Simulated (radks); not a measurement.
Results of a calculation; reference values are marked as such.
The nuclear charge of the rhodium ion Rh2+ is varied continuously with 43 electrons held in [Kr] 4d7. Level of theory: scalar-relativistic Kohn-Sham, PBEsol, spin-unpolarised, spherical densities, point nucleus (a radial shooting solver on a logarithmic mesh with Libxc functionals). By the Hellmann-Feynman theorem dE/dZ = E(electron-nucleus)/Z, the electronic potential at the nucleus. The scalar-relativistic energy here is not variational (the density holds large components alone), so the two differ by a part that grows with Z.

| Z | E (hartree) | E(electron-nucleus)/Z (hartree) | HOMO | e(HOMO) (eV) | <r> HOMO (bohr) |
|---|---|---|---|---|---|
| 44 | -4528.16547 | -248.057 | 4d | -12.547 | 1.641 |
| 44.5 | -4653.48025 | -251.914 | 4d | -18.775 | 1.532 |
| 45 | -4780.73586 | -255.768 | 4d | -25.736 | 1.444 |
| 45.5 | -4909.93206 | -259.622 | 4d | -33.367 | 1.369 |
| 46 | -5041.06974 | -263.478 | 4d | -41.622 | 1.305 |

The central difference of E at Z = 45 is -256.452 hartree, to compare with the third column; the second derivative is -7.76 hartree.
